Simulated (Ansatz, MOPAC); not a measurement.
System: Al2H4 (charge 0, singlet). SMILES: [AlH2][AlH2]
Geometry from a B3LYP-D3(BJ)/def2-TZVP (Ansatz, a program for electronic structure) optimisation:
```
Al
H 1 1.5905
H 1 1.5905 2 116.05
Al 1 2.5886 2 121.97 3 180.00
H 4 1.5905 1 121.97 2 -90.00
H 4 1.5905 5 116.05 1 180.00
```
Charge 0, spin multiplicity 1.

Wanted: vertical ionisation energy to the doublet, in eV. Terms: each state is the SCF solution reached for its charge and spin; dispersion terms only where a functional's name holds one; spin-orbit terms left out; open shells spin-unrestricted; valence correlation only; non-relativistic; six Cartesian d functions in 6-31G* and its kin unless marked 5d. Basis-set limits of correlation are two-point, X^-3; Hartree-Fock from the larger set. [CCSD(T)-MP2]/basis is that difference in the basis named. Ab initio and DFT rows: single points at B3LYP-D3(BJ) geometries (Ansatz). Semi-empirical rows: differences of heats of formation at the shared geometry for vertical values.

| species | coefficient | E at MP2/6-31G* (Ansatz), Eh | E at wB97M-V/def2-TZVPD (Ansatz), Eh | heat of formation at AM1 (MOPAC), kcal/mol |
|---|---|---|---|---|
| charge 1, doublet | +1 | -485.87134 | -486.83544 | 256.93 |
| charge 0, singlet | -1 | -486.19118 | -487.16927 | 45.86 |

Coupled cluster (Ansatz) is a level with limits of its own, used here on species with T1 under 0.025 (0.045 for open shells) and stable references: RI-MP2/CBS(aug-cc-pV(T+d)Z,aug-cc-pV(Q+d)Z)+[CCSD(T)-MP2]/aug-cc-pV(T+d)Z. Value to compare with, RI-MP2/CBS(aug-cc-pV(T+d)Z,aug-cc-pV(Q+d)Z)+[CCSD(T)-MP2]/aug-cc-pV(T+d)Z (Ansatz): 9.20 eV. 1 Eh = 27.2114 eV and 1 eV = 23.0605 kcal/mol.

Question: Compute it at each level from the table, and compare with RI-MP2/CBS(aug-cc-pV(T+d)Z,aug-cc-pV(Q+d)Z)+[CCSD(T)-MP2]/aug-cc-pV(T+d)Z (Ansatz).

Answer: 
- MP2/6-31G*: the sum of coefficient times E is 0.31984 Eh, or 8.703 eV. Result: 8.70 eV. Its difference against RI-MP2/CBS(aug-cc-pV(T+d)Z,aug-cc-pV(Q+d)Z)+[CCSD(T)-MP2]/aug-cc-pV(T+d)Z (Ansatz) is -0.50 eV.
- wB97M-V/def2-TZVPD: the sum of coefficient times E is 0.33383 Eh, or 9.084 eV. Result: 9.08 eV. Its difference against RI-MP2/CBS(aug-cc-pV(T+d)Z,aug-cc-pV(Q+d)Z)+[CCSD(T)-MP2]/aug-cc-pV(T+d)Z (Ansatz) is -0.12 eV.
- AM1: the sum of coefficient times heat of formation is 211.07 kcal/mol, or 9.15 eV. Its difference against RI-MP2/CBS(aug-cc-pV(T+d)Z,aug-cc-pV(Q+d)Z)+[CCSD(T)-MP2]/aug-cc-pV(T+d)Z (Ansatz) is -0.05 eV.
